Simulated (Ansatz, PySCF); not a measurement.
CH6ClNSi3, SMILES [SiH3][Si@@H]1N=C[Si@@H]1Cl. Atoms are numbered in the order given.

```xyz
12

Si     2.4367    -0.7718     0.2244
Si     0.2738    -1.4118    -0.3518
N     -0.1750    -0.6914    -1.9599
C     -0.9557     0.2899    -1.6644
Si    -1.3064     0.1930     0.2148
Cl    -0.7229     1.8305     1.3458
H      2.6549    -1.0520     1.6743
H      2.5548     0.6938    -0.0196
H      3.4639    -1.4993    -0.5756
H      0.0263    -2.8782    -0.2589
H     -1.3181     0.9722    -2.4567
H     -2.7166    -0.1142     0.5802
```
Charge 0, spin multiplicity 1.

Geometry: ωB97X-D3(BJ)/def2-SVP. The structure was generated by enumeration; whether it is a known compound was not checked.

Two levels are set side by side: PBE-D3(BJ)/def2-SVP (Ansatz, a program for electronic structure) and ωB97X-D3(BJ)/def2-SVP (PySCF). Each level has its own optimised geometry; the coordinates shown are those of the second. Frequencies come from the Hessian of PySCF at each geometry. Differences are taken from unrounded values.

| quantity | ωB97X-D3(BJ) |
|---|---|
| mean bond length (Å) | 1.692 |
| bond Si1–Si2 (Å) | 2.328 |
| bond Si2–N3 (Å) | 1.818 |
| bond Si2–Si5 (Å) | 2.322 |
| bond N3–C4 (Å) | 1.288 |
| bond C4–Si5 (Å) | 1.914 |
| bond Si5–Cl6 (Å) | 2.074 |
| bond Si1–H7 (Å) | 1.493 |
| bond Si1–H8 (Å) | 1.491 |
| bond Si1–H9 (Å) | 1.491 |
| bond Si2–H10 (Å) | 1.490 |
| bond C4–H11 (Å) | 1.107 |
| bond Si5–H12 (Å) | 1.489 |
| highest harmonic wavenumber (cm⁻¹) | 3081 |
| mean harmonic wavenumber (cm⁻¹) | 974 |
| zero-point energy (kcal/mol) | 41.78 |

What does PBE-D3(BJ) give, and how far is it from ωB97X-D3(BJ)? (An estimate is asked for; the answer gives what the named calculation found.)


```csv
quantity,PBE-D3(BJ),PBE-D3(BJ) minus ωB97X-D3(BJ)
mean bond length (Å),1.709,0.017
bond Si1–Si2 (Å),2.348,0.020
bond Si2–N3 (Å),1.835,0.017
bond Si2–Si5 (Å),2.358,0.035
bond N3–C4 (Å),1.298,0.010
bond C4–Si5 (Å),1.930,0.016
bond Si5–Cl6 (Å),2.095,0.021
bond Si1–H7 (Å),1.505,0.013
bond Si1–H8 (Å),1.504,0.013
bond Si1–H9 (Å),1.505,0.013
bond Si2–H10 (Å),1.507,0.017
bond C4–H11 (Å),1.116,0.009
bond Si5–H12 (Å),1.509,0.020
highest harmonic wavenumber (cm⁻¹),2962,-118
mean harmonic wavenumber (cm⁻¹),919,-55
zero-point energy (kcal/mol),39.42,-2.36
```

GGA bonds tend to be longer and softer than those of functionals with exact exchange. Differences between two approximate levels are no errors against the true value.
